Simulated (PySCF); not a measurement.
C₅H₅N, SMILES C#CC(N)=C=C. Atoms are numbered in the order given.

```xyz
11

C     -1.4957     1.8140     0.8570
C     -0.8909     0.8468     0.4432
C     -0.1953    -0.3213    -0.0202
N     -0.9691    -1.4941    -0.1443
C      1.0894    -0.2309    -0.3488
C      2.3377    -0.1285    -0.7253
H     -2.0221     2.6784     1.2148
H     -1.6397    -1.6076     0.6116
H     -0.4087    -2.3326    -0.2668
H      2.6133     0.0859    -1.7675
H      3.1698    -0.2454    -0.0173
```
Charge 0, spin multiplicity 1.

Coordinates come from a B3LYP-D3(BJ)/def2-SVP optimisation. The structure was generated by enumeration, and PubChem lists no compound with its InChIKey, so it may never have been made. One conformer was computed; it need not be the lowest.

Method: PBE/def2-TZVP in PySCF.

Atomic charges (e):

| atom | Löwdin | Mulliken |
|---|---|---|
| C1 | -0.08 | -0.13 |
| C2 | -0.06 | -0.03 |
| C3 | -0.28 | -0.03 |
| N4 | -0.04 | -0.43 |
| C5 | -0.06 | -0.01 |
| C6 | -0.20 | -0.27 |
| H7 | 0.13 | 0.16 |
| H8 | 0.17 | 0.23 |
| H9 | 0.17 | 0.22 |
| H10 | 0.14 | 0.14 |
| H11 | 0.14 | 0.13 |

Q: Give the Mayer and Wiberg (Löwdin basis) orders of the bonds. (An estimate is asked for; the answer gives what the named calculation found.)

A: 
```
bond    Mayer  Wiberg
------  -----  ------
C1–C2    2.57    2.88
C2–C3    1.31    1.26
C3–N4    1.09    1.48
C3–C5    1.78    1.79
C5–C6    1.96    2.20
C1–H7    1.00    0.92
N4–H8    0.91    0.93
N4–H9    0.92    0.93
C6–H10   0.93    0.87
C6–H11   0.92    0.87
```
